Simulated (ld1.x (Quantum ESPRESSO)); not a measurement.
## silver (Ag), ultrasoft: configuration errors across variants

```json
{
  "Element": "silver (Ag)",
  "Generator": "ld1.x (Quantum ESPRESSO) 7.5",
  "Type": "ultrasoft",
  "Functional": "LDA (PZ)",
  "Relativity": "scalar-relativistic",
  "Frozen core": "[Ar] 3d10",
  "Valence charge": "19",
  "Reference configuration": "4s2 4p6 4d10 5s0 5p0 (charge +1)",
  "Partial waves": "4s (bound): rcut 1.30, rcutus 1.75 bohr; 5s (bound, empty): rcut 1.30, rcutus 1.75 bohr; 4p (bound): rcut 1.35, rcutus 1.65 bohr; 5p (bound, empty): rcut 1.35, rcutus 1.65 bohr; 4d (bound): rcut 1.25, rcutus 1.35 bohr; 4d channel at 0.2 Ry: rcut 1.25, rcutus 1.35 bohr",
  "Local potential": "all-electron potential smoothed inside 1.20 bohr (lloc = -1)",
  "Core correction": "none",
  "Augmentation charge": "built from norm-conserving waves at rcut, not smoothed further"
}
```

All-electron excitation energies from the reference (eV): (1) 4s2 4p6 4d10 5s1 5p0 -8.102; (2) 4s2 4p6 4d9 5s0 5p0 22.383; (3) 4s2 4p6 4d8 5s0 5p0 58.817; (4) 4s1 4p6 4d10 5s1 5p0 93.986; (5) 4s2 4p6 4d9 5s2 5p0 -4.142; (6) 4s2 4p5 4d10 5s1 5p0 57.248; (7) 4s2 4p6 4d7 5s0 5p0 110.744; (8) 4s2 4p6 4d10 5s1 5p0 spin -8.251; (9) 4s2 4p6 4d9 5s0 5p0 spin 22.222.

Spin tests fill each open shell by Hund’s rule, majority spin first.

The overlap operator is not positive definite (basis up to 400 Ry) in “base”, “all radii scaled by about 0.95 (s 1.66, p 1.56, d 1.28 bohr, rcut 1.24/1.28/1.18); local potential all-electron potential smoothed inside 1.14 bohr (lloc = -1)”, “all radii scaled by about 1.05 (s 1.84, p 1.74, d 1.42 bohr, rcut 1.36/1.42/1.32); local potential all-electron potential smoothed inside 1.26 bohr (lloc = -1)”, “all radii scaled by about 1.12 (s 1.96, p 1.86, d 1.52 bohr, rcut 1.46/1.52/1.40); local potential all-electron potential smoothed inside 1.34 bohr (lloc = -1)”. Such files are unfit for use, however small their errors in these radial tests.

4 further variants failed, have other tests or too few solved ones, and are left out.

The file “all radii scaled by about 1.05 (s 1.84, p 1.74, d 1.42 bohr, rcut 1.36/1.42/1.32); local potential all-electron potential smoothed inside 1.26 bohr (lloc = -1)” misses its own reference levels by 2.1 eV.

Errors AE − PS in meV (a dash: test not solved or not reliable):

| change | (1) | (2) | (3) | (4) | (5) | (6) | (7) | (8) | (9) | bound ghosts |
| --- | --- | --- | --- | --- | --- | --- | --- | --- | --- | --- |
| base | -1468 | -13 | -77 | -2505 | -3579 | -2384 | -247 | -1469 | +1.1 | not determined (overlap not positive) |
| all radii scaled by about 0.95 (s 1.66, p 1.56, d 1.28 bohr, rcut 1.24/1.28/1.18); local potential all-electron potential smoothed inside 1.14 bohr (lloc = -1) | -1161 | -9.0 | -53 | -1618 | -2600 | -1580 | – | – | – | not determined (overlap not positive) |
| all radii scaled by about 1.05 (s 1.84, p 1.74, d 1.42 bohr, rcut 1.36/1.42/1.32); local potential all-electron potential smoothed inside 1.26 bohr (lloc = -1) | -1579 | +1432 | +3362 | -632 | -2789 | -740 | +5676 | -1585 | +1441 | not determined (overlap not positive) |
| all radii scaled by about 1.12 (s 1.96, p 1.86, d 1.52 bohr, rcut 1.46/1.52/1.40); local potential all-electron potential smoothed inside 1.34 bohr (lloc = -1) | – | – | – | – | – | – | – | – | – | not determined (overlap not positive) |

(1) Give the same row for: all radii scaled by about 0.77 (s 1.34, p 1.26, d 1.04 bohr, rcut 1.00/1.04/0.96); local potential all-electron potential smoothed inside 0.92 bohr (lloc = -1).

Answers

(1) –, –, –, –, –, –, –, –, –; bound ghosts: not determined.
